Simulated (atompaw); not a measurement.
**u(r) = r·R(r): atom against pseudo-atom (Au (Z = 79))**

Columns: radius, all-electron u(r) and pseudo u(r) of the 5s shell (level -108.37 eV) of gold in the configuration [Kr] 4d10 4f14 5s2 5p6 5d10 6s1 6p0; PBE, scalar-relativistic, PAW (atompaw) scheme, atompaw 4.2.0.5.

```csv
r (bohr),all-electron,pseudo
0.083,0.0494,0.3230
0.165,0.3719,0.6271
0.248,-0.3878,0.9053
0.331,-0.6935,1.1419
0.413,-0.4111,1.3258
0.496,0.1130,1.4558
0.579,0.6102,1.5280
0.662,0.9683,1.5444
0.744,1.1699,1.5114
0.827,1.2450,1.4363
0.910,1.2267,1.3292
0.992,1.1499,1.2030
1.075,1.0395,1.0649
1.158,0.9156,0.9262
1.240,0.7923,0.7956
1.323,0.6742,0.6746
1.406,0.5671,0.5671
1.488,0.4737,0.4737
1.571,0.3919,0.3919
1.654,0.3223,0.3223
1.737,0.2637,0.2637
1.819,0.2154,0.2154
1.902,0.1750,0.1750
1.985,0.1417,0.1417
2.067,0.1148,0.1148
2.150,0.0925,0.0925
```

(1) How many radial nodes do the two functions have?

(2) At about which radius was the pseudo-wave matched?

(3) Is the pseudo-wave norm-conserving?

## Answers

(1) The all-electron 5s function has n − l − 1 = 4 (the table is too coarse to show those close to the nucleus); the pseudo-wave has 0, since the states of the same l below it are removed with the core.

(2) 1.40 bohr, where the columns begin to agree (steps of 0.08 bohr).

(3) No, it belongs to a PAW set: the norm inside the radius is not constrained, and the difference is carried by the augmentation charge.
